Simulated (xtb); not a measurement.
xtb input (GFN2-xTB):

```bash
xtb mol.xyz --gfn 2 --ohess tight --chrg -1 --uhf 0
```
mol.xyz:
```
6

B      0.59519132     0.19980793    -0.04558162
Cl     1.34032655     1.91767440    -0.31822559
Cl     1.66411977    -1.28709361    -0.00813997
C     -1.00140349     0.05115034     0.07957659
H     -1.21354262    -0.41537185     1.05485333
H     -1.37009534    -0.54786990    -0.71551727
```

End of the output:

```
   ------------------------------------------------------------------------

         :::::::::::::::::::::::::::::::::::::::::::::::::::::
         ::                  THERMODYNAMIC                  ::
         :::::::::::::::::::::::::::::::::::::::::::::::::::::
         :: total free energy         -13.755215263780 Eh   ::
         ::.................................................::
         :: total energy              -13.756938089590 Eh   ::
         :: zero point energy           0.029856932788 Eh   ::
         :: G(RRHO) w/o ZPVE           -0.028134106978 Eh   ::
         :: G(RRHO) contrib.            0.001722825810 Eh   ::
         :::::::::::::::::::::::::::::::::::::::::::::::::::::

optimized geometry written to: xtbopt.xyz

           -------------------------------------------------
          | TOTAL ENERGY              -13.756938089590 Eh   |
          | TOTAL ENTHALPY            -13.721166053717 Eh   |
          | TOTAL FREE ENERGY         -13.755215263780 Eh   |
          | GRADIENT NORM               0.000345838280 Eh/α |
          | HOMO-LUMO GAP               5.229508677181 eV   |
           -------------------------------------------------
Note: The following floating-point exceptions are signalling: IEEE_UNDERFLOW_FLAG IEEE_DENORMAL
normal termination of xtb

------------------------------------------------------------------------
------------------------------------------------------------------------
 total:
 SCF:
 ANC optimizer:
 analytical hessian:
```

It need not be the lowest isomer of its formula. Whether it binds its extra electron was not tested at this geometry.
